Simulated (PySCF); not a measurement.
[PySCF 2.14.0 with density-fitted response routines: geometry from GFN2-xTB; PBE0/pcSseg-1 with gauge-including orbitals; relativity neglected; a single conformation; one averaged value for each set of equivalent atoms; gas phase]

δ = σ(ref) − σ, references computed at the same level: TMS for 1H and 13C. Shifts are as computed. Against solution values, carbons near 30 ppm lie about +3 ppm off and those near 130 ppm about +5 ppm. Of 1211 compounds with measured shifts, 218 miss one by over three times the rms of a fit or turn the order of signals round; such compounds aren't used in these exercises. OH and NH positions are gas-phase values without hydrogen bonding to other molecules.

Question: Order these molecules by the shift of their most shielded carbon, lowest δ first.
A. OC/P=P\CP
B. [SiH3]OC[SiH]1[SiH2][SiH2][SiH2]1
C. C=COC(=O)/C=C\OC(F)F
D. N#C[C@H]([SiH3])/C(F)=C\F
E. C=C1[SiH2][Si@@H](P)C1=C

Answer: D (13.0 ppm, allylic sp3 CH bonded to Si), A (26.2 ppm, sp3 CH2 bonded to 2 P), B (60.6 ppm, sp3 CH2 bonded to O and Si), C (107.4 ppm, β carbon of an enol-ether or enamine type C=C), E (127.6 ppm, terminal =CH2 carbon).

Question: Order these molecules by the shift of their most deshielded carbon, lowest δ first.
A. [SiH3]OC[SiH]1[SiH2][SiH2][SiH2]1
B. OC/P=P\CP
C. C=C1[SiH2][Si@@H](P)C1=C
D. C=COC(=O)/C=C\OC(F)F

Answer: A (60.6 ppm, sp3 CH2 bonded to O and Si), B (77.3 ppm, sp3 CH2 bonded to O and P), C (160.1 ppm, fully substituted alkene carbon), D (171.3 ppm, ester carbonyl carbon).

Question: How many 13C and 1H signals does each give (equivalence by symmetry and fast rotation, but not about amide C–N or C=N bonds)? `C=COC(=O)/C=C\OC(F)F`, `N#C[C@H]([SiH3])/C(F)=C\F`, `C=C1[SiH2][Si@@H](P)C1=C`, `[SiH3]OC[SiH]1[SiH2][SiH2][SiH2]1`, `OC/P=P\CP`

Answer: C=COC(=O)/C=C\OC(F)F: 6 C, 6 H; N#C[C@H]([SiH3])/C(F)=C\F: 4 C, 3 H; C=C1[SiH2][Si@@H](P)C1=C: 4 C, 8 H; [SiH3]OC[SiH]1[SiH2][SiH2][SiH2]1: 1 C, 7 H; OC/P=P\CP: 2 C, 4 H.
